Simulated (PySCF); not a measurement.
SMILES [SiH2]([SiH2][SiH3])C=O (CH8OSi3), GFN2-xTB optimised geometry.

```
13

O      2.17    -0.49    -0.33
C      1.54    -1.47     0.00
Si    -0.38    -1.47     0.00
Si    -0.73     0.81     0.00
Si     0.67     1.84    -1.54
H      2.11    -2.38     0.31
H     -0.71    -2.19    -1.24
H     -0.75    -2.41     1.07
H     -2.17     1.07    -0.23
H     -0.52     1.30     1.38
H      1.04     0.90    -2.61
H      1.87     2.41    -0.95
H     -0.03     2.95    -2.21
```

Density from PBE0/def2-TZVP (PySCF) at that geometry.

Minimum of the electron density along straight lines between bonded atoms, close to the bond critical point (lines longer than 1.1 times the sum of covalent radii, or with two minima, are not listed):

```json
[
 {"bond": "O1–C2", "length / Å": "1.210", "ρ at the minimum / e bohr⁻³": "0.416", "∇²ρ there / e bohr⁻⁵": "0.11", "position (fraction from the first atom)": "0.67"},
 {"bond": "C2–Si3", "length / Å": "1.918", "ρ at the minimum / e bohr⁻³": "0.114", "∇²ρ there / e bohr⁻⁵": "0.19", "position (fraction from the first atom)": "0.62"},
 {"bond": "Si3–Si4", "length / Å": "2.316", "ρ at the minimum / e bohr⁻³": "0.094", "∇²ρ there / e bohr⁻⁵": "?", "position (fraction from the first atom)": "0.63"},
 {"bond": "Si4–Si5", "length / Å": "2.322", "ρ at the minimum / e bohr⁻³": "0.094", "∇²ρ there / e bohr⁻⁵": "?", "position (fraction from the first atom)": "0.62"},
 {"bond": "C2–H6", "length / Å": "1.109", "ρ at the minimum / e bohr⁻³": "0.277", "∇²ρ there / e bohr⁻⁵": "?", "position (fraction from the first atom)": "0.65"},
 {"bond": "Si3–H7", "length / Å": "1.470", "ρ at the minimum / e bohr⁻³": "0.121", "∇²ρ there / e bohr⁻⁵": "0.19", "position (fraction from the first atom)": "0.49"},
 {"bond": "Si3–H8", "length / Å": "1.468", "ρ at the minimum / e bohr⁻³": "0.122", "∇²ρ there / e bohr⁻⁵": "0.18", "position (fraction from the first atom)": "0.49"},
 {"bond": "Si4–H9", "length / Å": "1.474", "ρ at the minimum / e bohr⁻³": "0.120", "∇²ρ there / e bohr⁻⁵": "0.19", "position (fraction from the first atom)": "0.49"},
 {"bond": "Si4–H10", "length / Å": "1.475", "ρ at the minimum / e bohr⁻³": "0.120", "∇²ρ there / e bohr⁻⁵": "0.19", "position (fraction from the first atom)": "0.49"},
 {"bond": "Si5–H11", "length / Å": "1.464", "ρ at the minimum / e bohr⁻³": "0.123", "∇²ρ there / e bohr⁻⁵": "0.19", "position (fraction from the first atom)": "0.49"},
 {"bond": "Si5–H12", "length / Å": "1.459", "ρ at the minimum / e bohr⁻³": "0.125", "∇²ρ there / e bohr⁻⁵": "0.20", "position (fraction from the first atom)": "0.49"},
 {"bond": "Si5–H13", "length / Å": "1.472", "ρ at the minimum / e bohr⁻³": "0.121", "∇²ρ there / e bohr⁻⁵": "0.19", "position (fraction from the first atom)": "0.49"}
]
```

Complete the blanks.


- Si3–Si4, ∇²ρ there / e bohr⁻⁵: -0.14
- Si4–Si5, ∇²ρ there / e bohr⁻⁵: -0.16
- C2–H6, ∇²ρ there / e bohr⁻⁵: -0.97
